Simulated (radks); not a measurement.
Question: Radial electron density D(r) = 4 pi r^2 rho(r) of an atom or ion with 31 electrons. Calculated with a radial shooting solver on a logarithmic mesh with Libxc functionals: scalar-relativistic Kohn-Sham, BLYP, spin-polarised, spherical densities, finite nucleus; Fermi nuclear charge, rms radius of each element as measured or else 0.836 A^(1/3) + 0.57 fm.

```
   r/bohr * D(r) (the largest magnitude, 101, reaches the edge; | marks zero)
  0.00323 |         *
 0.004107 |             *
 0.005263 |                   *
  0.00669 |                        *
 0.008505 |                               *
   0.0109 |                                     *
  0.01385 |                                        *
  0.01761 |                                         *
  0.02257 |                                       *
  0.02869 |                                    *
  0.03648 |                                    *
  0.04674 |                                          *
  0.05942 |                                                  *
  0.07554 |                                                      *
   0.0968 |                                                *
   0.1231 |                                       *
   0.1577 |                                       *
   0.2005 |                                            *
   0.2548 |                                        *
   0.3266 |                        *
   0.4151 |          *
   0.5278 |     *
   0.6763 |  *
   0.8597 |*
    1.093 *
    1.401 *
```

What is the nuclear charge?

Answer: Z = 59. The innermost maximum, from 1s, lies near gamma/Z bohr with gamma = sqrt(1 - (Z/c)^2) = 0.903, here 0.0153 bohr (found: 0.0167), and its height grows with Z. The density is that of the praseodymium ion Pr28+ in [Ar] 3d10 4s2 4p1; the configuration itself is not fixed sharply by these data, and Z only to a few units. D(r) has 3 maxima, at r = 0.0167, 0.0743, 0.214 bohr, and minima at 0.0326, 0.141 bohr, inside which lie 1.97, 11.17 electrons.
